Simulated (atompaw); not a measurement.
# Pseudopotential generation for Pt (Z = 78): PAW (atompaw), PBE, scalar-relativistic.

| Item | Value |
| --- | --- |
| Element | Pt |
| Generator | atompaw 4.2.0.5 |
| Type | PAW |
| Functional | PBE |
| Relativity | scalar-relativistic |
| Frozen core | [Xe] 4f14 |
| Valence charge | 10 |
| Reference configuration | 5d9 6s1 6p0 |
| Partial waves | 6s (bound): rc 3.00 bohr; 6s channel at 1.75 Ry: rc 3.00 bohr; 6p (bound, empty): rc 3.00 bohr; 6p channel at 0.6 Ry: rc 3.00 bohr; 5d (bound): rc 1.70 bohr; 5d channel at 3.15 Ry: rc 3.00 bohr |
| Local potential | vpsmatchnc scheme with l = 3 at 0 Ry, radius 2.90 bohr |
| Core correction | smooth core density matched at 2.30 bohr |
| Augmentation charge | besselshape compensation charge, radius 2.65 bohr; PAW radius 3.00 bohr; waves and projectors: custom rrkj gramschmidtortho |

Calculated quality:

| Quantity | Value |
| --- | --- |
| Cutoffs needed | 40 Ry and 60 Ry (the cutoffs (Ry, on a coarse ladder) from which the occupation-weighted sum of valence levels, in a spherical-Bessel basis at the reference potential, stays within 10 and 1 mRy of its value at 400 Ry) |
| Ghost test | ghost state, extra bound levels that the all-electron valence spectrum of the same l lacks: s at -21.6 eV; a true bound ghost makes a file unfit for plane-wave use (spherical-Bessel basis up to 400 Ry, 20 bohr box) |
| Lowest eigenvalue of the overlap operator | 0.39 (s channel) |
| Overlap eigenvalues printed by atompaw (projector basis) | 0.0709, 0.146, 0.246, 1.21, 7.94, 35.9 |
| Share of each valence orbital outside the PAW sphere | 6s 40 %, 6p 83 %, 5d 7 % |

Generation and tests took about 9.1 s on one core of a shared server CPU.
